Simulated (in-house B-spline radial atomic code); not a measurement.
Successive ionisation energies of thallium; each step leads to the configuration of the next row (after the last: [Ar] 3d3/2(4) 3d5/2(5)). Dirac energy differences include first-order Breit, QED and recoil terms. NIST's values go from ground level to ground level; the uncertainty of those that are theory runs from under 0.1 % in few-electron ions to several per cent in heavy many-electron ones. Computed with an all-electron radial atomic-structure program (B-spline basis): Dirac-Hartree-Fock, jj configuration that fills j = l - 1/2 first, finite nuclei.

A number in brackets counts the electrons of a j subshell.

```json
{"ion": "Tl46+", "configuration": "[Ar] 3d10 4s2 4p1/2(2) 4p3/2(3)", "ionisation energy (eV)": "2509.5", "tabulated value (eV)": "2508", "tabulated kind": "tabulated theory", "computed minus tabulated (eV)": "1", "highest orbital": "4p3/2", "largest mean radius (bohr)": "0.36943"}
{"ion": "Tl47+", "configuration": "[Ar] 3d10 4s2 4p1/2(2) 4p3/2(2)", "ionisation energy (eV)": "?", "tabulated value (eV)": "?", "tabulated kind": "tabulated theory", "computed minus tabulated (eV)": "?", "highest orbital": "?", "largest mean radius (bohr)": "?"}
{"ion": "Tl48+", "configuration": "[Ar] 3d10 4s2 4p1/2(2) 4p3/2(1)", "ionisation energy (eV)": "?", "tabulated value (eV)": "?", "tabulated kind": "tabulated theory", "computed minus tabulated (eV)": "?", "highest orbital": "?", "largest mean radius (bohr)": "?"}
{"ion": "Tl49+", "configuration": "[Ar] 3d10 4s2 4p1/2(2)", "ionisation energy (eV)": "2853.8", "tabulated value (eV)": "2854", "tabulated kind": "tabulated theory", "computed minus tabulated (eV)": "0", "highest orbital": "4p1/2", "largest mean radius (bohr)": "0.34765"}
{"ion": "Tl50+", "configuration": "[Ar] 3d10 4s2 4p1/2(1)", "ionisation energy (eV)": "2924.3", "tabulated value (eV)": "2925", "tabulated kind": "tabulated theory", "computed minus tabulated (eV)": "-1", "highest orbital": "4p1/2", "largest mean radius (bohr)": "0.34628"}
{"ion": "Tl51+", "configuration": "[Ar] 3d10 4s2", "ionisation energy (eV)": "3094.8", "tabulated value (eV)": "3094", "tabulated kind": "tabulated theory", "computed minus tabulated (eV)": "1", "highest orbital": "4s1/2", "largest mean radius (bohr)": "0.34492"}
{"ion": "Tl52+", "configuration": "[Ar] 3d10 4s1", "ionisation energy (eV)": "3165.1", "tabulated value (eV)": "3164.7", "tabulated kind": "semi-empirical", "computed minus tabulated (eV)": "0", "highest orbital": "4s1/2", "largest mean radius (bohr)": "0.34328"}
{"ion": "Tl53+", "configuration": "[Ar] 3d10", "ionisation energy (eV)": "5233.4", "tabulated value (eV)": "5234", "tabulated kind": "tabulated theory", "computed minus tabulated (eV)": "-1", "highest orbital": "3d5/2", "largest mean radius (bohr)": "0.178"}
```

(1) Fill in the row of Tl47+.

(2) Fill in the row of Tl48+.

(3) Where is the largest jump?

## Answers

(1) ionisation energy (eV): 2572.2; tabulated value (eV): 2574; computed minus tabulated (eV): -2; highest orbital: 4p3/2; largest mean radius (bohr): 0.3676.

(2) ionisation energy (eV): 2635.5; tabulated value (eV): 2635; computed minus tabulated (eV): 0; highest orbital: 4p3/2; largest mean radius (bohr): 0.3658.

(3) From Tl52+ to Tl53+, by a factor of 1.65 (3165.1 to 5233.4 eV); the highest orbital goes from 4s1/2 to 3d5/2.
